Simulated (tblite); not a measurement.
C₇H₁₀Cl (doublet state).
Geometry (GFN2-xTB, Å), atoms numbered from 1 in this order:
```
atom  x, y, z in Å
C1     2.461   -0.790   -0.508
C2     1.570    0.148   -0.540
C3     0.152    0.405   -0.355
C4    -0.023    1.890   -0.027
Cl5   -1.729    2.344    0.220
C6    -0.739   -0.120   -1.509
C7    -1.399   -1.116   -0.544
C8    -0.575   -0.565    0.625
H9     2.253   -1.831   -0.249
H10    3.498   -0.598   -0.742
H11    0.349    2.504   -0.847
H12    0.507    2.140    0.893
H13   -0.183   -0.572   -2.327
H14   -1.414    0.633   -1.906
H15   -1.190   -2.157   -0.780
H16   -2.473   -0.986   -0.433
H17    0.084   -1.281    1.110
H18   -1.158   -0.043    1.380
```

Computed values, GFN2-xTB/tblite, gas phase, harmonic and unscaled. This tight-binding method is rough: wavenumbers can miss measured ones by several per cent, in bad cases by 10 to 20. One conformer, not necessarily the lowest. Open shells enter through the occupations alone, without spin polarisation, and single modes of such species can be off by tens of per cent. The optimisation stopped once no atom felt more than 0.01 eV/Å.

Lowest wavenumbers of the output (negative numbers stand for imaginary wavenumbers):
```
mode    cm-1
  1     -21.7
  2      25.8
  3     104.2
  4     138.7
  5     215.1
  6     251.5
  7     313.7
  8     345.4
  9     453.5
 10     538.2
```

Q: Is this structure a minimum?

A: Not by this Hessian. 1 mode is imaginary beyond 20i (22i cm⁻¹), so at this level the point lies at or near a first-order saddle. The curvature is small, so loose convergence or finite differences may be the whole cause.

Q: Which atoms move in the imaginary mode?

A: 22i: C7 (carbon bonded to 2 C and 2 H) 41 %, H16 (hydrogen on carbon) 15 %, H15 (hydrogen on carbon) 14 %, Cl5 (chlorine bonded to C) 10 %. These are shares of the mass-weighted motion.

Q: What is the remedy?

A: Step along that mode in both directions, optimise again with tighter thresholds and repeat the frequencies. The zero-point energy of this point (91.2 kcal/mol) counts the 47 real modes alone, and thermal corrections from it aren't those of a minimum.
